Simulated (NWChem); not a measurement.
System: BI3; SMILES IB(I)I

NWChem input:

```
start job
memory heap 200 mb stack 900 mb global 1100 mb
geometry units angstroms noautoz
  B      0.000000     0.000000    -0.000886
  I      0.546403     2.048308    -0.000866
  I      1.500685    -1.497353    -0.000866
  I     -2.047088    -0.550955    -0.000866
end
basis spherical
  B library def2-svp
  I library def2-svp
end
ecp
  I library def2-ecp
end
dft
  xc revpbe cpbe96
  iterations 150
  mulliken
end
task dft energy
```

NWChem printed, in part:

```
             Northwest Computational Chemistry Package (NWChem) 7.3.0
             --------------------------------------------------------

 C3H symmetry detected

                             Geometry "geometry" -> ""
                             -------------------------

 Output coordinates in angstroms (scale by  1.889725989 to convert to a.u.)

  No.       Tag          Charge          X              Y              Z
 ---- ---------------- ---------- -------------- -------------- --------------
    1 B                    5.0000    -0.00000000    -0.00000000     0.00000000
    2 I                   53.0000     0.72008955     1.99388876     0.00000000
    3 I                   53.0000     1.36671355    -1.62056022     0.00000000
    4 I                   53.0000    -2.08680309    -0.37332854     0.00000000

 Effective nuclear repulsion energy (a.u.)    1412.9297614043

      Symmetry information
      --------------------

 Group name             C3h
 Group number             22
 Group order               6
 No. of unique centers     2

 Summary of "ao basis" -> "ao basis" (spherical)
 ------------------------------------------------------------------------------
       Tag                 Description            Shells   Functions and Types
 ---------------- ------------------------------  ------  ---------------------
 B                          def2-svp                 6       14   3s2p1d
 I                          def2-svp                10       26   4s4p2d

      Symmetry analysis of basis
      --------------------------

        a'         22
        e'+        21
        e'-        21
        a"         10
        e"+         9
        e"-         9

  Rotation of axis

            General Information
            -------------------
          SCF calculation type: DFT
          Wavefunction type:  closed shell.
          No. of atoms     :     4
          No. of electrons :    80
           Alpha electrons :    40
            Beta electrons :    40
          Charge           :     0
          Spin multiplicity:     1
          Use of symmetry is: on ; symmetry adaption is: on
          Maximum number of iterations: 150
          AO basis - number of functions:    92
                     number of shells:    36
          Convergence on energy requested:  1.00D-06
          Convergence on density requested:  1.00D-05
          Convergence on gradient requested:  5.00D-04

              XC Information
              --------------
                        RevPBE Exchange Functional  1.000
            Perdew 1991 LDA Correlation Functional  1.000 local
           PerdewBurkeErnz. Correlation Functional  1.000 non-local

             Grid Information
             ----------------
          Grid used for XC integration:  medium
          Radial quadrature: Mura-Knowles
          Angular quadrature: Lebedev.
          Tag              B.-S. Rad. Rad. Pts. Rad. Cut. Ang. Pts.
          ---              ---------- --------- --------- ---------
          B                   0.85       49           8.0       434
          I                   1.40      123          11.0       590
          Grid pruning is: on
          Number of quadrature shells:   172
          Spatial weights used:  Erf1

      Superposition of Atomic Density Guess
      -------------------------------------

 Sum of atomic energies:       -1065.88535429

      Non-variational initial energy
      ------------------------------

 Total energy =    -915.314395
 1-e energy   =   -2311.616386
 2-e energy   =    1032.473428
 HOMO         =      -0.306671
 LUMO         =       0.000063

      Symmetry analysis of molecular orbitals - initial
      -------------------------------------------------

  Numbering of irreducible representations:

     1 a'          2 e'+         3 e'-         4 a"          5 e"+
     6 e"-

  Orbital symmetries:

     1 a'          2 e'+         3 e'+         4 a'          5 a'
     6 e'+         7 e'+         8 e'+         9 e'+        10 a"
    11 e"+        12 e"+        13 a'         14 a'         15 e'+
    16 e'+        17 e'+        18 e'+        19 a"         20 e"+
    21 e"+        22 a'         23 a'         24 e"+        25 e"+
    26 e'+        27 e'+        28 a"         29 a'         30 e'+
    31 e'+        32 a'         33 e'+        34 e'+        35 a"
    36 e"+        37 e"+        38 e'+        39 e'+        40 a'
    41 a"         42 a'         43 e'+        44 e'+        45 a'
    46 e'+        47 e'+        48 e'+        49 e'+        50 a'

     ---------------------------------------------
      Total Density - Mulliken Population Analysis
     ---------------------------------------------

    Atom       Charge   Shell Charges
 -----------   ------   -------------------------------------------------------
    1 B    5     4.39   1.99  0.86  0.17  0.87  0.45  0.06
    2 I   25    25.20   1.83  0.22  1.23  0.66  2.92  3.13  2.64  2.55  9.82  0.20
    3 I   25    25.20   1.83  0.22  1.23  0.66  2.92  3.13  2.64  2.55  9.82  0.20
    4 I   25    25.20   1.83  0.22  1.23  0.66  2.92  3.13  2.64  2.55  9.82  0.20

   convergence    iter        energy       DeltaE   RMS-Dens  Diis-err
 ---------------- ----- ----------------- --------- --------- ---------
 d= 0,ls=0.0,diis     1   -918.0072729265 -1.28D+03  2.64D-02  6.68D-01
 d= 0,ls=0.0,diis     2   -917.2689764250  7.38D-01  1.92D-02  5.58D+00
 d= 0,ls=0.0,diis     3   -918.1229249006 -8.54D-01  1.93D-03  3.91D-03
 d= 0,ls=0.0,diis     4   -918.1234356871 -5.11D-04  6.08D-04  2.08D-03
 d= 0,ls=0.0,diis     5   -918.1236629334 -2.27D-04  1.08D-04  1.18D-04
  Resetting Diis
 d= 0,ls=0.0,diis     6   -918.1236826586 -1.97D-05  1.92D-05  1.88D-06
 d= 0,ls=0.0,diis     7   -918.1236829802 -3.22D-07  6.45D-06  8.19D-08

         Total DFT energy =     -918.123682980156
      One electron energy =    -2313.058007452269
           Coulomb energy =     1101.984444809496
    Exchange-Corr. energy =      -70.878683875895
 Nuclear repulsion energy =      363.828563538512

 Numeric. integr. density =       80.000015627761

                  Occupations of the irreducible representations
                  ----------------------------------------------

                     irrep           alpha         beta
                     --------     --------     --------
                     a'               10.0         10.0
                     e'+              18.0         18.0
                     e'-               0.0          0.0
                     a"                4.0          4.0
                     e"+               8.0          8.0
                     e"-               0.0          0.0

                       DFT Final Molecular Orbital Analysis
                       ------------------------------------

 Vector   38  Occ=2.000000D+00  E=-2.494509D-01  Symmetry=e"+
              MO Center= -9.0D-01, -5.2D-01, -7.6D-14, r^2= 5.3D+00
   Bfn.  Coefficient  Atom+Function         Bfn.  Coefficient  Atom+Function
  ----- ------------  ---------------      ----- ------------  ---------------
    79      0.508525  4 I  pz                82      0.442406  4 I  pz
    53     -0.330437  3 I  pz                56     -0.287474  3 I  pz
    76     -0.204495  4 I  pz                27     -0.178087  2 I  pz
    73     -0.165791  4 I  pz                30     -0.154932  2 I  pz
    50      0.132880  3 I  pz                47      0.107731  3 I  pz

 Vector   39  Occ=2.000000D+00  E=-2.494509D-01  Symmetry=e"+
              MO Center=  9.0D-01,  5.2D-01, -3.3D-14, r^2= 5.3D+00
   Bfn.  Coefficient  Atom+Function         Bfn.  Coefficient  Atom+Function
  ----- ------------  ---------------      ----- ------------  ---------------
    27      0.484375  2 I  pz                30      0.421397  2 I  pz
    53     -0.396416  3 I  pz                56     -0.344874  3 I  pz
    24     -0.194784  2 I  pz                50      0.159412  3 I  pz
    21     -0.157918  2 I  pz                47      0.129241  3 I  pz
    79     -0.087959  4 I  pz                82     -0.076523  4 I  pz

 Vector   40  Occ=2.000000D+00  E=-2.251677D-01  Symmetry=a'
              MO Center= -2.0D-14, -7.5D-14,  7.7D-17, r^2= 6.7D+00
   Bfn.  Coefficient  Atom+Function         Bfn.  Coefficient  Atom+Function
  ----- ------------  ---------------      ----- ------------  ---------------
    78      0.376264  4 I  py                25      0.359511  2 I  px
    81      0.330012  4 I  py                28      0.315319  2 I  px
    51     -0.292197  3 I  px                54     -0.256280  3 I  px
    52     -0.246428  3 I  py                55     -0.216136  3 I  py
    75     -0.150277  4 I  py                22     -0.143586  2 I  px

 Vector   41  Occ=0.000000D+00  E=-1.135030D-01  Symmetry=a"
              MO Center= -2.6D-14, -5.0D-15, -2.3D-17, r^2= 4.1D+00
   Bfn.  Coefficient  Atom+Function         Bfn.  Coefficient  Atom+Function
  ----- ------------  ---------------      ----- ------------  ---------------
     6      0.578603  1 B  pz                 9     -0.551651  1 B  pz
    30      0.318120  2 I  pz                56      0.318120  3 I  pz
    82      0.318120  4 I  pz                27      0.205482  2 I  pz
    53      0.205482  3 I  pz                79      0.205482  4 I  pz
    24     -0.084892  2 I  pz                50     -0.084892  3 I  pz

 Vector   42  Occ=0.000000D+00  E=-5.682887D-02  Symmetry=a'
              MO Center= -4.8D-14,  1.8D-14,  1.9D-17, r^2= 6.4D+00
   Bfn.  Coefficient  Atom+Function         Bfn.  Coefficient  Atom+Function
  ----- ------------  ---------------      ----- ------------  ---------------
     3      1.307014  1 B  s                  2      0.679856  1 B  s
    80     -0.593477  4 I  px                29      0.567053  2 I  py
    55     -0.460880  3 I  py                18     -0.413278  2 I  s
    44     -0.413278  3 I  s                 70     -0.413278  4 I  s
    54      0.388687  3 I  px                77     -0.237166  4 I  px

 Vector   43  Occ=0.000000D+00  E= 4.355959D-03  Symmetry=e'+
              MO Center=  6.3D-02,  4.4D-01, -2.1D-18, r^2= 6.0D+00
   Bfn.  Coefficient  Atom+Function         Bfn.  Coefficient  Atom+Function
  ----- ------------  ---------------      ----- ------------  ---------------
     8      1.240508  1 B  py                18     -0.934501  2 I  s
    29      0.934115  2 I  py                80      0.622511  4 I  px
     7      0.598315  1 B  px                70      0.550766  4 I  s
     5     -0.534480  1 B  py                54     -0.525920  3 I  px
    44      0.383736  3 I  s                 28      0.295632  2 I  px

     ---------------------------------------------
      Total Density - Mulliken Population Analysis
     ---------------------------------------------

    Atom       Charge   Shell Charges
 -----------   ------   -------------------------------------------------------
    1 B    5     5.18   1.99  0.94  0.11  1.47  0.60  0.07
    2 I   25    24.94   1.83  0.22  1.37  0.53  2.94  3.11  2.64  2.27  9.79  0.25
    3 I   25    24.94   1.83  0.22  1.37  0.53  2.94  3.11  2.64  2.27  9.79  0.25
    4 I   25    24.94   1.83  0.22  1.37  0.53  2.94  3.11  2.64  2.27  9.79  0.25

     -------------------------------------------
      Total Density - Lowdin Population Analysis
     -------------------------------------------

    Atom       Charge   Shell Charges
 -----------   ------   -------------------------------------------------------
    1 B    5     5.68   1.97  0.66  0.35  1.34  1.18  0.17
    2 I   25    24.77   1.25  0.73  1.04  0.74  2.77  3.18  2.51  2.49  9.48  0.57
    3 I   25    24.77   1.25  0.73  1.04  0.74  2.77  3.18  2.51  2.49  9.48  0.57
    4 I   25    24.77   1.25  0.73  1.04  0.74  2.77  3.18  2.51  2.49  9.48  0.57

     Multipole analysis of the density
     ---------------------------------

     L   x y z        total         alpha         beta         nuclear
     -   - - -        -----         -----         ----         -------
     0   0 0 0      0.000000    -40.000000    -40.000000     80.000000

     1   1 0 0      0.000000      0.000000      0.000000      0.000000
     1   0 1 0     -0.000000     -0.000000     -0.000000     -0.000000
     1   0 0 1      0.000000     -0.000000     -0.000000      0.000000

     2   2 0 0    -61.497597   -331.663731   -331.663731    601.829865
     2   1 1 0     -0.000000     -0.000000     -0.000000     -0.000000
     2   1 0 1     -0.000000      0.000000      0.000000     -0.000000
     2   0 2 0    -61.497597   -331.663731   -331.663731    601.829865
     2   0 1 1     -0.000000      0.000000      0.000000     -0.000000
     2   0 0 2    -63.572752    -31.786376    -31.786376      0.000000
```

Level: revPBE/def2-SVP with def2 effective core potentials on I. Structure relaxed at the PBE0/def2-SVP level. def2 effective core potentials on I; no spin-orbit coupling.
